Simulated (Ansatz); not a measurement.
Species: C$_{4}$H$_{7}$N, SMILES `C#CN(C)C` (charge 0, multiplicity 1).

**Question.** Give a relaxed geometry from B3LYP-D3(BJ)/def2-TZVP (Ansatz, a program for electronic structure).

**Answer.** the end point of this relaxation (outside a Z-matrix the atoms follow the SMILES, hydrogens last).
Cartesian coordinates (Å) in one orientation:
```xyz
12

C      2.175    -1.159     0.078
C      1.102    -0.619    -0.021
N     -0.090    -0.025    -0.154
C     -1.233    -0.715     0.433
C     -0.113     1.429    -0.034
H      3.118    -1.640     0.130
H     -1.273    -0.594     1.524
H     -2.151    -0.313     0.003
H     -1.171    -1.776     0.201
H      0.723     1.848    -0.589
H     -0.043     1.758     1.011
H     -1.043     1.807    -0.459
```
